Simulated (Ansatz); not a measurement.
```yaml
crystal:
  periodic: [false, false, false]
  atoms:
    - {symbol: Ni, position_ang: [0.126605, -0.560367, 0.124454]}
    - {symbol: F, position_ang: [-0.981749, -0.152956, -1.078109]}
    - {symbol: F, position_ang: [0.855144, 0.713314, 0.953646]}
basis:
  gaussian: {orbitals: ANO-RCC-VTZP, fitting: {mean_field: def2-universal-jkfit}}
hamiltonian: {xc: {name: HF}}
correlation: {method: mp2, frozen_orbitals: {Ni: 0}}
scf: {omitted_lower_state_checks: [starts]}
output: {forces: true}
```

```sh
$ ansatz run in.yaml --threads 4 --pin off --events-out ev --progress --plain --max-ram 3916MiB
```

It prints (some lines left out):

```
Functional definition: HF
Error: "frozen_orbitals" has no count for F
```

In this input frozen orbitals are typed for one element alone, and the program wants a count for each (the count typed has to fit that element's core, too). The input was rejected before any iteration.
